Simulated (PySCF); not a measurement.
Correlation energy of Ar²⁺ (argon, charge +2)

[Ne] 3s2 3p4, high-spin 3P determinant. Computed with PySCF 2.14 in dyall-av2z (13s9p2d, 50 functions), with the non-relativistic Hamiltonian (point nucleus). Frozen: [Ne]; 6 electrons correlated; the 16 highest virtual orbitals of each spin left out.

```csv
level,correlation energy (mhartree)
CCSD,-120.17
(T),-1.41
CCSD(T),-121.58
CCSDT,-121.84
```

Diagnostics: T1 = 0.0061, D1 = 0.0208, largest double amplitude 0.044.

Cost of the coupled-cluster step: about 0.5 core-seconds, for 6 correlated electrons.
